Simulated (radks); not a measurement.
Values are calculated unless marked as measured or tabulated.
Mean orbital radii <r> (bohr) of the technetium ion Tc3+, [Kr] 4d4, at several levels of relativity; Dirac values are averaged over j with weights 2j + 1. Spin-unpolarised spherical Kohn-Sham, BLYP, point nucleus unless stated (finite: rms radius 4.4112 fm), a radial shooting solver on a logarithmic mesh with Libxc functionals. A level marked "c x" has the speed of light scaled by that factor and shares open shells by 2j + 1; other Dirac levels either fill j = l - 1/2 first or share by 2j + 1.

[
 {"shell": "1s", "non-rel.": "0.03545", "scalar-rel., finite nucleus": "0.03428", "Dirac, 2j+1 shares": "0.03428", "Dirac, c x 0.75": "0.03333", "change of magnitude, last against first (%)": "-5.98"},
 {"shell": "2s", "non-rel.": "0.1547", "scalar-rel., finite nucleus": "0.1496", "Dirac, 2j+1 shares": "0.1492", "Dirac, c x 0.75": "0.1449", "change of magnitude, last against first (%)": "-6.36"},
 {"shell": "2p", "non-rel.": "0.1325", "scalar-rel., finite nucleus": "0.1304", "Dirac, 2j+1 shares": "0.1302", "Dirac, c x 0.75": "0.1284", "change of magnitude, last against first (%)": "-3.10"},
 {"shell": "3s", "non-rel.": "0.4275", "scalar-rel., finite nucleus": "0.4155", "Dirac, 2j+1 shares": "0.4153", "Dirac, c x 0.75": "0.4053", "change of magnitude, last against first (%)": "-5.19"},
 {"shell": "3p", "non-rel.": "0.4216", "scalar-rel., finite nucleus": "0.4164", "Dirac, 2j+1 shares": "0.4162", "Dirac, c x 0.75": "0.4118", "change of magnitude, last against first (%)": "-2.32"},
 {"shell": "3d", "non-rel.": "0.3983", "scalar-rel., finite nucleus": "0.3990", "Dirac, 2j+1 shares": "0.3990", "Dirac, c x 0.75": "0.3997", "change of magnitude, last against first (%)": "+0.35"},
 {"shell": "4s", "non-rel.": "1.078", "scalar-rel., finite nucleus": "1.050", "Dirac, 2j+1 shares": "1.051", "Dirac, c x 0.75": "1.029", "change of magnitude, last against first (%)": "-4.55"},
 {"shell": "4p", "non-rel.": "1.167", "scalar-rel., finite nucleus": "1.157", "Dirac, 2j+1 shares": "1.157", "Dirac, c x 0.75": "1.148", "change of magnitude, last against first (%)": "-1.61"},
 {"shell": "4d", "non-rel.": "1.512", "scalar-rel., finite nucleus": "1.525", "Dirac, 2j+1 shares": "1.526", "Dirac, c x 0.75": "1.537", "change of magnitude, last against first (%)": "+1.70"}
]
